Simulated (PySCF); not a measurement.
C₅H₇FO, SMILES F[C@H]1[C@H](C1)C(C)=O. Heavy atoms are numbered as in [CH3:1][C:2](=[O:3])[C@H:4]1[CH2:5][C@H:6]1[F:7]. Hydrogens are named by the atom that carries them.

Geometry: B3LYP-D3(BJ)/def2-SVP. One conformer was computed; it need not be the lowest.

Computed with PBE/def2-TZVP (PySCF).

ESP charges are fitted to the potential on shells at 1.4 to 2.0 van der Waals radii. Atomic charges (e), one atom of each kind:

```
atom      Mulliken  ESP fit
--------  --------  -------
C1 (CH3)         …    -0.66
C2            0.16     0.72
O3           -0.25    -0.48
C4 (CH)      -0.10    -0.32
C5 (CH2)         …    -0.36
C6 (CH)          …     0.08
F7           -0.17    -0.15
H on C1          …     0.18
H on C4       0.11     0.15
H on C5       0.12     0.17
H on C6          …     0.13
```

Fill in the missing entries. (The exact figures need the calculation; the answer reports its results.)


- C1 (CH3), Mulliken: -0.37
- C5 (CH2), Mulliken: -0.22
- C6 (CH), Mulliken: 0.07
- H on C1, Mulliken: 0.14
- H on C6, Mulliken: 0.10

Give the Mayer and Wiberg (Löwdin basis) orders of the bonds. (The exact figures need the calculation; the answer reports its results.)


| bond | Mayer | Wiberg |
|---|---|---|
| C1–C2 | 0.98 | 1.25 |
| C2–O3 | 2.14 | 2.63 |
| C2–C4 | 0.94 | 1.15 |
| C4–C5 | 0.92 | 1.18 |
| C4–C6 | 0.90 | 1.15 |
| C5–C6 | 1.01 | 1.29 |
| C6–F7 | 1.12 | 1.71 |
